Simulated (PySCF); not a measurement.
PySCF input file for Zn(OH)2 (H₂O₂Zn), SMILES [OH][Zn][OH], IEF-PCM-B3LYP/def2-SVP. The structure is a stationary point at PBE0-D3(BJ)/def2-TZVP. The isomer is the one that the SMILES or the coordinates give; other isomers of the formula were not compared. The values are those of a single conformer.

```python
import numpy as np
from pyscf import gto, scf, dft
from pyscf.solvent import pcm

mol = gto.M(
    atom='''
    Zn   -0.00000000    0.00000000    0.00612753
    O     1.76202392    0.07966826   -0.07736055
    H     2.22199574   -0.50541007    0.52697137
    O    -1.76202391   -0.07966826   -0.07736055
    H    -2.22199573    0.50541004    0.52697139
    ''',
    basis='def2-SVP',
    charge=0,
    spin=0,
    max_memory=1600,
    verbose=3,
)
mf = dft.RKS(mol, xc='b3lyp').density_fit(auxbasis='def2-universal-jkfit')
mf.grids.level = 3
mf.conv_tol = 1e-9
mf.max_cycle = 100
mf.kernel()
res = {}
for name, eps in {'water': 78.355, '2-propanol': 19.264, 'N,N-dimethylformamide': 37.219}.items():
    s = mf.PCM()
    s.with_solvent.method, s.with_solvent.eps, s.with_solvent.lebedev_order = 'IEF-PCM', eps, 29
    s.kernel(mf.make_rdm1())
    res[name] = (s.e_tot, eps, s.dip_moment(), s.mo_energy, s.converged)
    print(f'{name}: electrostatic solvation free energy {(s.e_tot - mf.e_tot) * 627.509474:.3f} kcal/mol')
```

Program output:

```
converged SCF energy = -1930.7347514282

WARN: PCM is an experimental feature. It is still in testing.
Features and APIs may be changed in the future.

converged SCF energy = -1930.76378765757
Dipole moment(X, Y, Z, Debye): -0.00000, -0.00000,  2.45980
water: electrostatic solvation free energy -18.221 kcal/mol

WARN: PCM is an experimental feature. It is still in testing.
Features and APIs may be changed in the future.

converged SCF energy = -1930.76187164046
Dipole moment(X, Y, Z, Debye): -0.00000, -0.00000,  2.42971
2-propanol: electrostatic solvation free energy -17.018 kcal/mol

WARN: PCM is an experimental feature. It is still in testing.
Features and APIs may be changed in the future.

converged SCF energy = -1930.76308472019
Dipole moment(X, Y, Z, Debye): -0.00000, -0.00000,  2.44871
N,N-dimethylformamide: electrostatic solvation free energy -17.779 kcal/mol
```

The calculation finished and met its thresholds.
